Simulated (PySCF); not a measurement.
Fractional electron number in Cl⁺ (chlorine, charge +1)

The 3p beta orbital of [Ne] 3s2 3p4 is emptied in steps (occupation f), with all orbitals relaxed, ending at [Ne] 3s2 3p3. Computed with PySCF 2.14 in jorge-DZP-DKH, with scalar relativity by spin-free X2C-1e. The exact energy is a straight line in f; departures are measured from the line between the end points of the same method.

| f | UHF (eV) | LDA (eV) | PBE (eV) | PBE0 (eV) | r2SCAN (eV) | LC-wPBE (eV) | BHandHLYP (eV) | wB97X (eV) | BLYP (eV) | MN15 (eV) |
| --- | --- | --- | --- | --- | --- | --- | --- | --- | --- | --- |
| 1 | 0.000 | 0.000 | 0.000 | 0.000 | 0.000 | 0.000 | 0.000 | 0.000 | 0.000 | 0.000 |
| 0.75 | 0.178 | -1.062 | -1.031 | -0.733 | -0.949 | -0.183 | -0.459 | -0.264 | -1.051 | -0.585 |
| 0.5 | 0.229 | -1.418 | -1.370 | -0.973 | -1.250 | -0.237 | -0.617 | -0.353 | -1.404 | -0.767 |
| 0.25 | 0.166 | -1.064 | -1.021 | -0.723 | -0.923 | -0.170 | -0.467 | -0.268 | -1.053 | -0.559 |
| 0 | 0.000 | 0.000 | 0.000 | 0.000 | 0.000 | 0.000 | 0.000 | 0.000 | 0.000 | 0.000 |

| method | E(f=0) − E(f=1) (eV) | −ε at f=1 (eV) | −ε at f=0.5 (eV) |
| --- | --- | --- | --- |
| UHF | 22.503 | 23.485 | 22.473 |
| LDA | 23.932 | 18.286 | 23.927 |
| PBE | 23.795 | 18.288 | 23.822 |
| PBE0 | 23.783 | 19.860 | 23.811 |
| r2SCAN | 23.747 | 18.638 | 23.817 |
| LC-wPBE | 23.937 | 22.940 | 23.972 |
| BHandHLYP | 23.745 | 21.314 | 23.723 |
| wB97X | 23.820 | 22.412 | 23.813 |
| BLYP | 23.780 | 18.190 | 23.773 |
| MN15 | 23.884 | 20.730 | 23.950 |

Orbital energy along the path (eV):

```tsv
f	UHF	LDA	PBE	PBE0	r2SCAN	LC-wPBE	BHandHLYP	wB97X	BLYP	MN15
1	-23.485	-18.286	-18.288	-19.860	-18.638	-22.940	-21.314	-22.412	-18.190	-20.730
0.75	-22.952	-21.090	-21.053	-21.839	-21.255	-23.467	-22.508	-23.115	-20.968	-22.354
0.5	-22.473	-23.927	-23.822	-23.811	-23.817	-23.972	-23.723	-23.813	-23.773	-23.950
0.25	-22.038	-26.773	-26.554	-25.744	-26.274	-24.427	-24.968	-24.510	-26.590	-25.454
0	-21.642	-29.590	-29.172	-27.583	-28.604	-24.782	-26.273	-25.306	-29.392	-26.734
```

Reference removal energy between the ground levels: 23.814 eV (measured; NIST Atomic Spectra Database, ionization energies). The calculation has no spin-orbit coupling. UHF lacks correlation.
